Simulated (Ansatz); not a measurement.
Results of the Gaussian-basis code of Ansatz.

A structure relaxed at PBE0-D4/def2-TZVP, charge 0, multiplicity 1:

```tsv
atom	x (Å)	y (Å)	z (Å)
B1	1.658	0.928	0.279
Zn2	-0.097	-0.060	-0.012
N3	-1.658	-0.950	-0.254
H4	2.689	0.569	-0.219
H5	1.737	1.912	0.958
H6	-1.777	-1.748	-0.855
H7	-2.551	-0.651	0.104
```

(1) Give its formula and SMILES.

(2) Point group (tolerance 0.08 Å, 0.16 Å for H)?

(3) Summarise the bond lengths by kind.

## Answers

(1) BH4NZn, `[BH2][Zn][NH2]`.

(2) C2v.

(3) 1 × B–Zn 2.035 Å; 2 × B–H 1.199 Å; 1 × N–Zn 1.813 Å; 2 × H–N 1.007 Å.
